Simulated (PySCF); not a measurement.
Species: C4H9NSi2.
SMILES: `C[Si@H]1C[Si@H](C#N)C1`

Method: TDDFT B3LYP/def2-SVPD, vertical, gas phase, core orbitals frozen in the response (PySCF 2.14.0, density-fitted response routines). Geometry: GFN2-xTB; no solvent, vibrations or thermal averaging.

Orbital energies (eV): HOMO-3 -9.14, HOMO-2 -8.53, HOMO-1 -8.40, HOMO -8.07, LUMO -1.00, LUMO+1 -0.50, LUMO+2 -0.08.

Lowest singlets, with some entries withheld (?).

```
state  λ (nm)       f  main configurations (H = HOMO, L = LUMO)
   S1       ?       ?                                         ?
   S2   188.5   0.043                  H-1→L (71%), H-2→L (27%)
   S3   187.9   0.030                  H→L+1 (60%), H-2→L (30%)
   S4   182.2  0.0026              H-1→L+1 (46%), H-2→L+1 (41%)
   S5   179.9   0.201     H-2→L (35%), H→L+1 (35%), H-1→L (18%)
   S6   177.4   0.029                               H→L+2 (91%)
   S7       ?       ?                                         ?
   S8   173.0  0.0030                  H-4→L (64%), H-3→L (12%)
```

(1) Fill in the withheld entries.

(2) What is the mean static polarisability from the same response equations?

(3) How far apart are S6 and S7, in eV and cm⁻¹?

(4) Where do the lowest triplets lie (Tamm–Dancoff)?

Answers

(1) 
- S1: λ = 206.1 nm; f = 0.0008; H→L (98%)
- S7: λ = 176.1 nm; f = 0.0056; H-2→L+1 (48%), H-1→L+1 (46%)

(2) 101.3 au (15.01 Å³), with principal values 86.2, 88.3 and 129.3 au.

(3) 7.040 − 6.990 = 0.050 eV, or about 400 cm⁻¹.

(4) T1 5.73 eV, H-2→L (34%), H-1→L (26%), H-6→L (13%); T2 5.78 eV, H→L (93%); T3 6.14 eV, H→L+1 (40%), H-4→L+1 (22%), H-1→L (13%). E(S1) − E(T1) = +0.29 eV.

The run took 53 s wall on one thread, Arm Neoverse V1 (aarch64), no GPU, shared host with 32 logical CPUs at a one-minute load of 20, and the process peaked at 0.88 GiB of memory.
